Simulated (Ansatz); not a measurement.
Sb(Cl)(SiH3)2 (ClH6SbSi2), SMILES [SiH3][Sb]([SiH3])[Cl].

Coordinates come from a B3LYP-D3(BJ)/def2-SVP optimisation. The def2 effective core potentials stand for the cores of Sb; spin–orbit coupling is left out.

Two levels are set side by side: PBE/def2-SVPD (Ansatz, a program for electronic structure) and CAM-B3LYP/def2-SVPD (Ansatz). Energy differences of separate SCF runs at the same geometry; the states with an electron removed or added have multiplicity 2 and 2. Differences are taken from unrounded values.

| quantity | CAM-B3LYP |
|---|---|
| vertical ionisation energy (eV) | 9.08 |
| vertical electron affinity (eV) | 0.62 |
| vertical singlet–triplet gap (eV) | 3.29 |

Problem. What does PBE give, and how far is it from CAM-B3LYP? (The exact figures need the calculation; the answer reports its results.)

Solution. 
| quantity | PBE | PBE minus CAM-B3LYP |
|---|---|---|
| vertical ionisation energy (eV) | 8.78 | -0.30 |
| vertical electron affinity (eV) | 0.67 | 0.04 |
| vertical singlet–triplet gap (eV) | 3.04 | -0.26 |
